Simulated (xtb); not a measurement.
Al(I)(OH)2 (AlH2IO2), SMILES [OH][Al]([OH])[I]. All values are semi-empirical tight-binding results from xtb (GFN2-xTB unless named), good for trends rather than for accurate numbers. The structure is a stationary point at GFN2-xTB. The values are those of a single conformer.

For metal compounds this method's bond lengths and energies can be far off.

The point group as xtb finds it comes out as C2v, the orbital gap is 4.12 eV and the zero-point energy comes out as 16.7 kcal/mol. The G − E(el) at 298.15 K (modified RRHO) comes out as -3.0 kcal/mol.
